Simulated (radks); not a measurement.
Results of a calculation; reference values are marked as such.
Q: Isoelectronic series with 58 electrons, each ion in its NIST ground configuration. Level of theory: Dirac Kohn-Sham, PBE, spin-unpolarised, spherical densities, finite nucleus; open shells are shared between the two j in proportion to 2j + 1; Fermi nuclear charge, rms radius of each element as measured or else 0.836 A^(1/3) + 0.57 fm (a radial shooting solver on a logarithmic mesh with Libxc functionals). Total energies (hartree) and orbital eigenvalues (Ry) (* marks an orbital that is empty in some or all of the ions):

| ion | configuration | E (hartree) | 5d5/2* | 5d3/2* |
|---|---|---|---|---|
| Ce | [Xe] 4f1 5d1 6s2 | -8864.7626 | -0.21885 | -0.23369 |
| Pr+ | [Xe] 4f3 6s1 | -9241.9311 | -0.53371 | -0.54833 |
| Nd2+ | [Xe] 4f4 | -9628.7400 | -0.98919 | -1.00773 |
| Pm3+ | [Xe] 4f4 | -10025.0638 | -1.77337 | -1.80124 |
| Sm4+ | [Xe] 4f4 | -10430.7789 | -2.68902 | -2.72739 |
| Eu5+ | [Kr] 4d10 4f5 5s2 5p5 | -10845.5976 | -3.63797 | -3.68552 |
| Gd6+ | [Kr] 4d10 4f6 5s2 5p4 | -11270.1897 | -4.65688 | -4.71425 |
| Tb7+ | [Kr] 4d10 4f7 5s2 5p3 | -11704.7104 | -5.74176 | -5.80968 |
| Ho9+ | [Kr] 4d10 4f9 5s2 5p1 | -12603.7335 | -8.09818 | -8.18976 |
| Er10+ | [Kr] 4d10 4f10 5s2 | -13068.5198 | -9.36606 | -9.47093 |
| Tm11+ | [Kr] 4d10 4f10 5s2 | -13543.5863 | -10.86883 | -10.99171 |
| Yb12+ | [Kr] 4d10 4f10 5s2 | -14028.6859 | -12.46473 | -12.60733 |
| Lu13+ | [Kr] 4d10 4f10 5s2 | -14523.9645 | -14.15213 | -14.31621 |
| Hf14+ | [Kr] 4d10 4f11 5s1 | -15029.0138 | -15.74917 | -15.93257 |

Estimate the row of Dy8+ ([Kr] 4d10 4f8 5s2 5p2).

A: E (hartree) -12149.1389; 5d5/2* -6.88960; 5d3/2* -6.96890.
